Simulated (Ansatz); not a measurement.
System: SbH₃, charge 0, singlet. SbH3 (SMILES [SbH3]).
B3LYP-D3(BJ)/def2-TZVP minimum from Ansatz (a first-principles code):
```xyz
4

Sb     0.0002    -0.0006     0.0536
H     -0.9113    -1.0773    -0.9195
H     -0.4909     1.3395    -0.8952
H      1.3919    -0.2329    -0.9192
```
Charge 0, spin multiplicity 1.

Total energies in hartree (Ansatz). Open shells are spin-unrestricted; no spin-orbit coupling. Cores are frozen in correlated methods (noble-gas shells, and filled d and f shells in the p block). Past Kr the def2 sets carry scalar-relativistic core potentials. Where a partner has so few electrons that a lower coupled-cluster level is exact, that level stands in. Spin-orbit terms, left out, reach several kcal/mol for Br and I, and more for heavier atoms.

| species | HF/def2-TZVPP | CCSD(T)/def2-TZVPP | HF/def2-QZVPP | CCSD(T)/def2-QZVPP | CCSDT(Q)/def2-QZVPP |
|---|---|---|---|---|---|
| 1: SbH3 (SMILES [SbH3]) | -240.98033 | -241.15346 | -240.98238 | -241.16516 | -241.16617 |
| 2: Sb (quartet) | -239.27727 | -239.35269 | -239.27798 | -239.35812 | -239.35874 |
| 3: H (doublet) | -0.49981 | -0.49981 | -0.49998 | -0.49998 | -0.49998 |

Problem. Work out the atomisation energy (electronic, to ground-state atoms) in kJ/mol: take Hartree-Fock from def2-QZVPP, extrapolate the CCSD(T) correlation energy as X^-3 (X = 3, 4), and add CCSDT(Q) - CCSD(T) in def2-QZVPP. 1 hartree = 2625.5 kJ/mol.

Solution. 
Species 1: correlation (64·(-0.18278) - 27·(-0.17313))/37 = -0.18982; step -0.00101; E1 = -240.98238 + (-0.18982) + (-0.00101) = -241.17321
Species 2: correlation (64·(-0.08014) - 27·(-0.07542))/37 = -0.08358; step -0.00062; E2 = -239.27798 + (-0.08358) + (-0.00062) = -239.36218
Species 3: correlation (64·(0.00000) - 27·(0.00000))/37 = 0.00000; step +0.00000; E3 = -0.49998 + (0.00000) + (+0.00000) = -0.49998
-1·E1 +1·E2 +3·E3 = 0.31109 hartree = 816.8 kJ/mol.
